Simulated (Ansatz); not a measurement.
BF$_{2}$H$_{5}$Si$_{2}$ (`B[Si](F)(F)[SiH3]`), 10 atoms. Charge 0, multiplicity 1. All runs use 4 threads of a server CPU on a shared host. Correlated methods freeze the cores.

**Question.** Give the basis size and wall time and peak host memory of each of these runs in Ansatz. RKS PBE0-D4/def2-TZVPP energy; RKS PBE0-D4/def2-TZVP relaxation (5 steps); RKS ωB97M-V/def2-SVP energy; RKS ωB97M-V/def2-QZVPP energy; RKS LC-ωPBE/def2-TZVPP energy; RHF-MP2/def2-QZVPP energy; RKS ωB97M-V/def2-TZVPP energy and forces; RKS PBE0-D4/def2-TZVP frequencies; RHF-CCSD(T)/def2-TZVPP energy; direct RPA on PBE orbitals/def2-TZVPP energy; RKS PBE0-D4/def2-SVP energy; RKS PBE0-D4/def2-QZVPP energy. (Estimate.)

**Answer.** Ansatz gave: Other jobs shared the machine, so times are rough.

```
                                level                   job  functions  wall time  peak host memory (GiB)
                 RKS PBE0-D4/def2-SVP                energy        103      1.1 s                    0.19
               RKS LC-ωPBE/def2-TZVPP                energy        247      2.6 s                    0.44
               RKS PBE0-D4/def2-TZVPP                energy        247      2.9 s                     0.6
                 RKS ωB97M-V/def2-SVP                energy        103      4.6 s                     0.3
direct RPA on PBE orbitals/def2-TZVPP                energy        247        5 s                    0.54
               RKS PBE0-D4/def2-QZVPP                energy        461      8.5 s                     1.6
               RKS ωB97M-V/def2-TZVPP     energy and forces        247       12 s                    0.87
                RKS PBE0-D4/def2-TZVP  relaxation (5 steps)        197       18 s                    0.47
               RKS ωB97M-V/def2-QZVPP                energy        461       19 s                       2
                   RHF-MP2/def2-QZVPP                energy        461       19 s                     2.5
                RKS PBE0-D4/def2-TZVP           frequencies        197    2.1 min                     0.5
               RHF-CCSD(T)/def2-TZVPP                energy        247    2.3 min                       5
```

LC-ωPBE has ω = 0.4 bohr⁻¹.
